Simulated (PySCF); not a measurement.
Os²⁺: excitation energy

Os²⁺ [Xe] 4f14 5d6 (5D) → Os²⁺ [Xe] 4f14 5d5 6p1 (7P), as a difference of total energies. All numbers are calculated (PySCF 2.14, scalar relativity through the core potential, in def2-QZVPPD with the def2 core potential (60 electrons) (7s5p4d4f2g, 88 functions)). Correlated levels: valence: 5s2 5p6 frozen. The calculations carry no spin-orbit coupling.

```tsv
method	excitation energy (eV)
UHF	7.035
MP2 (valence)	7.839
SCS-MP2 (valence)	8.377
CCSD (valence)	7.856
CCSD(T) (valence)	7.906
```

Task: How much does correlation contribute at CCSD(T) (valence)?

Result: 7.906 − (7.035) = 0.871 eV, measured against UHF.
